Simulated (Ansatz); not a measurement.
A further run on GeC2⁺ (the lowest doublet isomer of a short search).

```yaml
crystal:
  periodic: [false, false, false]
  atoms:
    - {symbol: Ge, position_ang: [-1.144129, -1.182765, 0.113559]}
    - {symbol: C, position_ang: [0.140114, 0.152776, -0.014419]}
    - {symbol: C, position_ang: [1.004015, 1.029989, -0.099140]}
basis:
  gaussian: {orbitals: aug-cc-pVDZ}
total_charge: 1
magnetization: {spin_polarized: true, initial_magnetization: 3}
hamiltonian: {xc: {name: rPW86-PBE}, pseudopotentials: {relativity: scalar}}
```

```sh
$ ansatz run in.yaml --threads 4 --pin off --events-out ev --progress --plain --max-ram 3916MiB
```

It prints (some lines left out):

```
Functional definition: rPW86-PBE
877 factors; their error is unknown
mean field evaluation 1: about -59034.0741 eV, gradient 6.6e1 eV
mean field evaluation 2: about -58760.5958 eV, gradient 1.3e2 eV
mean field evaluation 4: about -59025.4080 eV, gradient 6.0e1 eV
mean field evaluation 8: about -59067.8609 eV, gradient 1.1e0 eV
mean field evaluation 16: about -59067.8440 eV, gradient 3.7e-2 eV
mean field evaluation 32: about -59034.0741 eV, gradient 6.6e1 eV
mean field evaluation 64: about -59067.5308 eV, gradient 8.3e-5 eV
mean field evaluation 96: about -59067.5777 eV, gradient 3.7e-1 eV
mean field evaluation 128: about -59067.5145 eV, gradient 1.1e0 eV
mean field evaluation 160: about -59067.6469 eV, gradient 7.2e-1 eV
mean field -59067.84402751 eV, -2170.7032303885 hartree, gradient 5.1e-6 eV, S^2 3.759229; 6 other end points of the search recorded, 0 dependent functions left out
reference -59067.84413448 eV, -2170.7032343196 hartree; 23, 20 occupied and 59, 62 virtual orbitals, 877 factors
Total energy: -59067.84413448 eV, -2170.7032343196 hartree
Relativity: scalar
```

Hardware: 4 threads of AMD EPYC 9R45 on a shared host. Wall time 25 s.
